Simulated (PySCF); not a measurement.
## Spinor energies of Nd²⁷⁺ (neodymium, charge +27)

Start: [Ar] 3d10 4s2 4p3; 4p1/2 filled at m_j = -1/2, +1/2; 4p3/2 filled at m_j = +3/2. Calculated with PySCF 2.14 in an uncontracted even-tempered set (17 s from 2.3 bohr⁻², ratio 2.8; 13 p from 2.9 bohr⁻², ratio 2.8; 8 d from 5.2 bohr⁻², ratio 2.8; 4 f from 15 bohr⁻², ratio 3): generalised Hartree-Fock with the X2C-1e Hamiltonian and a Gaussian nucleus; one run each with spin-orbit coupling (SO) switched off, then screened by Boettger's factors.

| spinor shell | electrons | ε, spin-free (eV) | ε, screened SO (eV) | weight of nominal j (screened SO) | rms radius, screened SO (bohr) |
| --- | --- | --- | --- | --- | --- |
| 1s1/2 | 2 | -44704.0 | -44695.7 | 1.000 | 0.0269 |
| 2s1/2 | 2 | -8102.1 | -8098.6 | 1.000 | 0.109 |
| 2p1/2 | 2 | -7334.7 | -7700.0 | 1.000 | 0.0937 |
| 2p3/2 | 4 | -7334.7 | -7173.0 | 1.000 | 0.0997 |
| 3s1/2 | 2 | -2471.0 | -2469.1 | 1.000 | 0.280 |
| 3p1/2 | 2 | -2222.1 | -2299.3 | 1.000 | 0.271 |
| 3p3/2 | 4 | -2222.1 | -2186.1 | 1.000 | 0.284 |
| 3d3/2 | 4 | -1883.9 | -1897.0 | 0.999 | 0.255 |
| 4s1/2 | 2 | -1071.8 | -1071.0 | 1.000 | 0.601 |
| 4p1/2 | 2 | -989.94 | -1005.3 | 0.993 | 0.605 |
| 4p3/2 | 1 | -989.94 | -975.86 | 1.000 | 0.626 |

(1) Where does 3d5/2 lie, and what is the 3d spin-orbit splitting (screened SO)?

```json
{"quantity": "E (hartree)", "spin-free": "-9258.76500", "screened SO": "-9264.36334"}
{"quantity": "M_J", "spin-free": "3/2", "screened SO": "3/2"}
{"quantity": "⟨J²⟩", "spin-free": "3.750", "screened SO": "3.752"}
{"quantity": "⟨L²⟩", "spin-free": "0.000", "screened SO": "2.216"}
{"quantity": "⟨S²⟩", "spin-free": "3.750", "screened SO": "1.700"}
```

Each row is a mean over spinors that exchange with the open shell spreads, by up to 12.265 eV (4s1/2).

Breit and QED terms are absent; they matter most for the inner s and p1/2 levels.

Densities and radii are taken from the X2C orbitals without a picture-change correction, which distorts them close to the nucleus.

Without spin-orbit coupling the j labels of p, d and f shells carry no meaning; the spin-free column gives the mean over the occupied spinors of each nl shell.

Answers

(1) At -1872.5 eV, 24.476 eV above 3d3/2.
